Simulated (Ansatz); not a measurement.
Worked example: the enthalpy of CH3I + H3NO → CH5N + HOI

Species: CH3I `CI`, singlet; H3NO `NO`, singlet; CH5N `CN`, singlet; HOI `OI`, singlet. The partners trade I for NH2: C–I and O–NH2 bonds give way to C–NH2 and O–I.

Shapes, held fixed at every level: PBE0-D4/def2-TZVP. Flexible molecules stand in one conformer, not always the lowest. Programs: Ansatz 0.2.0. The zero-point and thermal terms to 298 K, harmonic and unscaled (PBE0-D4/def2-TZVP), stand in the table.

At PBE0-D4/def2-TZVPP; 1 Eh = 2625.50 kJ/mol:

| species | energy (Eh) | H(298 K) − E (kJ/mol) | tabulated ΔfH (kJ/mol) |
| --- | --- | --- | --- |
| CH3I | -337.597602 | 107.0 | +15.0 |
| H3NO | -131.633640 | 117.8 | -43.5 |
| CH5N | -95.781703 | 180.0 | -20.9 |
| HOI | -373.465664 | 43.6 | -61.3 |

Problem. Work out the reaction enthalpy at 298 K from the calculation and from the table of heats.

Solution. 
1. Electronic: (-95.781703) + (-373.465664) − [(-337.597602) + (-131.633640)] = -0.016125 Eh = -42.3 kJ/mol.
2. Zero-point and thermal: (180.0) + (43.6) − [(107.0) + (117.8)] = -1.2 kJ/mol.
3. Computed ΔH = -43.5 kJ/mol.
4. From the heats of formation (Active Thermochemical Tables): (-20.9) + (-61.3) − [(15.0) + (-43.5)] = -53.7 kJ/mol.
5. Computed less tabulated: +10.2 kJ/mol. Tabulated heats carry uncertainties of their own.

For atoms past krypton def2 sets carry core potentials with scalar relativity.
